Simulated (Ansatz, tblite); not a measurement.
Removing an electron: [SiI3]- (SiI₃⁻). Charge -1, multiplicity 1. Geometry: r2SCAN-D4/def2-SVPD. Ansatz, gas phase; energy differences of separate SCF runs; the oxidised species was run as a doublet alone.

```xyz
4

Si   -0.504   -0.468    0.628
I    -1.793    0.729   -1.353
I     1.311   -1.810   -0.758
I     0.985    1.548    1.482
```

In the def2 sets I takes a core potential; there is no spin–orbit coupling. The xTB rows come from tblite. LC-ωPBE has ω = 0.4 bohr⁻¹. HSE06 is defined as in plane-wave codes, on full-range PBE exchange. Correlated methods freeze 17 core orbitals; core or outer-core shells of I are correlated, in sets that lack core-valence functions.

```json
{"level": "GFN1-xTB", "−HOMO (eV)": "4.34", "vertical IE (eV)": "6.49", "−LUMO (eV)": "1.04", "HOMO–LUMO gap (eV)": "3.30"}
{"level": "GFN2-xTB", "−HOMO (eV)": "5.56", "vertical IE (eV)": "8.20", "−LUMO (eV)": "2.02", "HOMO–LUMO gap (eV)": "3.54"}
{"level": "HF/def2-SVPD", "−HOMO (eV)": "–", "vertical IE (eV)": "3.30", "−LUMO (eV)": "–", "HOMO–LUMO gap (eV)": "–"}
{"level": "PBE-D4/def2-TZVPD", "−HOMO (eV)": "1.50", "vertical IE (eV)": "3.69", "−LUMO (eV)": "-1.50", "HOMO–LUMO gap (eV)": "2.99"}
{"level": "r2SCAN-D4/def2-TZVPD", "−HOMO (eV)": "1.65", "vertical IE (eV)": "3.74", "−LUMO (eV)": "-1.70", "HOMO–LUMO gap (eV)": "3.35"}
{"level": "B97M-V/def2-TZVPD", "−HOMO (eV)": "1.66", "vertical IE (eV)": "3.73", "−LUMO (eV)": "-1.68", "HOMO–LUMO gap (eV)": "3.33"}
{"level": "PBE0-D4/def2-TZVPD", "−HOMO (eV)": "2.36", "vertical IE (eV)": "3.86", "−LUMO (eV)": "-2.13", "HOMO–LUMO gap (eV)": "4.49"}
{"level": "HSE06-D4/def2-TZVPD", "−HOMO (eV)": "2.00", "vertical IE (eV)": "3.85", "−LUMO (eV)": "-1.79", "HOMO–LUMO gap (eV)": "3.79"}
{"level": "LC-ωPBE/def2-TZVPD", "−HOMO (eV)": "4.54", "vertical IE (eV)": "3.99", "−LUMO (eV)": "-3.37", "HOMO–LUMO gap (eV)": "7.91"}
{"level": "ωB97M-V/def2-TZVPD", "−HOMO (eV)": "4.23", "vertical IE (eV)": "4.05", "−LUMO (eV)": "-2.97", "HOMO–LUMO gap (eV)": "7.20"}
{"level": "PBE-QIDH/def2-TZVPD", "−HOMO (eV)": "–", "vertical IE (eV)": "4.00", "−LUMO (eV)": "–", "HOMO–LUMO gap (eV)": "–"}
{"level": "MP2/def2-SVPD", "−HOMO (eV)": "–", "vertical IE (eV)": "3.90", "−LUMO (eV)": "–", "HOMO–LUMO gap (eV)": "–"}
{"level": "CCSD/def2-SVPD", "−HOMO (eV)": "–", "vertical IE (eV)": "3.83", "−LUMO (eV)": "–", "HOMO–LUMO gap (eV)": "–"}
{"level": "CCSD(T)/def2-SVPD", "−HOMO (eV)": "–", "vertical IE (eV)": "3.82", "−LUMO (eV)": "–", "HOMO–LUMO gap (eV)": "–"}
```

Relaxing the oxidised species (r2SCAN-D4/def2-SVPD) changes its energy by -0.56 eV at PBE-D4/def2-TZVPD, so the adiabatic ionisation energy to this nearest minimum is 3.13 eV. At PBE0-D4/def2-TZVPD it is 3.12 eV.   Raw xTB energy differences between charge states are shifted by several eV; the methods need an empirical correction for them.
